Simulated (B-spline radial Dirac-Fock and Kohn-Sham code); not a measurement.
What relativity does to the binding energies of Os³⁺

System: osmium as Os³⁺, configuration 1s2 2s2 2p6 3s2 3p6 3d10 4s2 4p6 4d10 4f14 5s2 5p6 5d5.

Both columns are ΔSCF binding energies of the configuration average from a B-spline atomic structure program: non-relativistic Hartree-Fock with a point nucleus, and Dirac-Fock with a finite nucleus and the Coulomb interaction alone, averaged over the two j levels with weights 2j+1.

| shell | Hartree-Fock (eV) | Dirac-Fock (eV) | shift (eV) | shift (%) |
| --- | --- | --- | --- | --- |
| 1s | 67915.6 | 74293.5 | +6377.87 | +9.39 |
| 2s | 11367.1 | 13066.6 | +1699.58 | +14.95 |
| 2p | 10888.6 | 11456.8 | +568.18 | +5.22 |
| 3s | 2689.3 | 3111.3 | +422.01 | +15.69 |
| 3p | 2466.0 | 2624.9 | +158.89 | +6.44 |
| 3d | 2054.1 | 2036.5 | -17.62 | -0.86 |
| 4s | 604.8 | 709.5 | +104.63 | +17.30 |
| 4p | 509.3 | 546.5 | +37.14 | +7.29 |
| 4d | 335.3 | 330.4 | -4.83 | -1.44 |
| 4f | 104.2 | 92.95 | -11.23 | -10.78 |
| 5s | 118.2 | 136.2 | +18.03 | +15.26 |
| 5p | 86.59 | 91.37 | +4.78 | +5.52 |
| 5d | 41.29 | 40.02 | -1.27 | -3.07 |

Relativity binds 1s, 2s, 2p, 3s, 3p, 4s, 4p, 5s, 5p more strongly, among those listed most of all 4s in relative terms, and 3d, 4d, 4f, 5d more weakly, because the contracted s and p shells screen the nucleus better.

Values without a named source are computed, but for edge energies of neutral atoms, which are taken from tables.
